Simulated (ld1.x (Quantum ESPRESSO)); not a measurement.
**Ni (Z = 28): variants of one PAW potential**

Base potential:

ld1.x (Quantum ESPRESSO) 7.5 input, shortened:

```
&input
   title='Ni', zed=28., rel=2, dft='PZ', iswitch=3,
   config='[Ar] 3d8.5 4s1.5 4p0', rel_dist='average'
 /
 &inputp
   pseudotype=3, lpaw=.true., tm=.true., lloc=-2, rcloc=0.90,
   nlcc=.true., new_core_ps=.true., rcore=0.75,
   which_augfun='BESSEL', rmatch_augfun=0.85
 /
6
4S  1  0   1.50   0.00  1.60  1.95  0.0
4S  1  0   0.00   3.45  1.60  1.95  0.0
4P  2  1   0.00   0.00  2.10  2.60  0.0
4P  2  1   0.00   0.90  2.10  2.60  0.0
3D  3  2   8.50   0.00  0.90  1.15  0.0
3D  3  2   0.00   4.70  0.90  1.15  0.0
 &test
   configts(1)='3d8.5 4s1.5 4p0'
 /
```

Open shells are filled in proportion to 2j + 1 (rel_dist='average').

Cutoffs, loose and tight: the cutoffs (Ry, on a coarse ladder) from which the occupation-weighted sum of valence levels, in a spherical-Bessel basis at the reference potential, stays within 10 and 1 mRy of its value at 400 Ry. They do not see the model core or the augmentation charge, which bear on the density cutoff. Test errors are all-electron minus pseudo excitation energies from the reference, over the configurations 3d8 4s2 4p0; 3d8 4s1 4p0; 3d8 4s0 4p0; 3d8 4s1 4p1; 3d7 4s2 4p1; 3d6 4s0 4p0; 3d9 4s1 4p0. A dash means not determined; rows that change the core or the reference have their own tests. The largest error is taken over the tests solved by every variant that gives reliable tests at all: 3d8 4s0 4p0; 3d8 4s1 4p0; 3d8 4s2 4p0.

Cutoffs are not given where the Bessel-basis levels miss the radial ones by over 6 mRy, ghosts where they miss by over 20 mRy; a channel whose overlap is not positive is not tested.

```csv
change,outcome,bound ghosts,largest test error (meV)
base,generated,not determined,-19
"waves 4p (bound): rcut 1.54, rcutus 1.64 bohr; 4p channel at 0.9 Ry: rcut 1.54, rcutus 1.64 bohr",generated,not determined,-19
"waves 4p (bound): rcut 1.94, rcutus 2.06 bohr; 4p channel at 0.9 Ry: rcut 1.94, rcutus 2.06 bohr",generated,not determined,-19
"waves 4p (bound): rcut 2.10, rcutus 2.38 bohr; 4p channel at 0.9 Ry: rcut 2.10, rcutus 2.38 bohr",generated,not determined,-19
"waves 4p (bound): rcut 2.10, rcutus 2.72 bohr; 4p channel at 0.9 Ry: rcut 2.10, rcutus 2.72 bohr",generated,not determined,-19
"waves 4p (bound): rcut 2.10, rcutus 2.88 bohr; 4p channel at 0.9 Ry: rcut 2.10, rcutus 2.88 bohr",generated,not determined,-19
"waves 4p (bound): rcut 2.10, rcutus 3.18 bohr; 4p channel at 0.9 Ry: rcut 2.10, rcutus 3.18 bohr",generated,not determined,-19
"waves 4p (bound): rcut 2.10, rcutus 3.58 bohr; 4p channel at 0.9 Ry: rcut 2.10, rcutus 3.58 bohr",generated,not determined,-19
"waves 4p (bound): rcut 2.10, rcutus 3.86 bohr; 4p channel at 0.9 Ry: rcut 2.10, rcutus 3.86 bohr",generated,not determined,-19
```
